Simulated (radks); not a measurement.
Q: The mean radii <r> (bohr) of the occupied orbitals of an atom or ion are listed with their occupations. Calculated with a radial shooting solver on a logarithmic mesh with Libxc functionals: Dirac Kohn-Sham, LDA (Slater exchange, VWN5 correlation), spin-unpolarised, spherical densities, finite nucleus; Fermi nuclear charge, rms radius of each element as measured or else 0.836 A^(1/3) + 0.57 fm.

| orbital | occ. | <r> |
|---|---|---|
| 1s1/2 | 2 | 0.01607 |
| 2s1/2 | 2 | 0.06696 |
| 2p1/2 | 2 | 0.05489 |
| 2p3/2 | 4 | 0.06381 |
| 3s1/2 | 2 | 0.1741 |
| 3p1/2 | 2 | 0.1645 |
| 3p3/2 | 4 | 0.1808 |
| 3d3/2 | 4 | 0.1570 |
| 3d5/2 | 6 | 0.1619 |
| 4s1/2 | 2 | 0.3844 |
| 4p1/2 | 2 | 0.3854 |
| 4p3/2 | 4 | 0.4202 |
| 4d3/2 | 4 | 0.4248 |
| 4d5/2 | 6 | 0.4359 |
| 5s1/2 | 2 | 0.8536 |
| 4f5/2 | 6 | 0.4509 |
| 4f7/2 | 8 | 0.4572 |
| 5p1/2 | 2 | 0.9116 |
| 5p3/2 | 4 | 1.005 |
| 5d3/2 | 4 | 1.282 |
| 5d5/2 | 6 | 1.333 |
| 6s1/2 | 2 | 2.330 |
| 6p1/2 | 2 | 3.062 |

Name the element and its charge. Open shells, if any, fill j = l - 1/2 first.

A: Z = 82, lead, charge 0: Pb in [Hg] 6p2. The 1s radius gives Z: for a bare nucleus <r> = (2 gamma + 1)/(2Z) with gamma = sqrt(1 - (Z/c)^2), 0.01587 bohr for Z = 82, and screening makes it slightly larger (0.01607 here). The occupations add up to 82, and the charge is Z minus that.
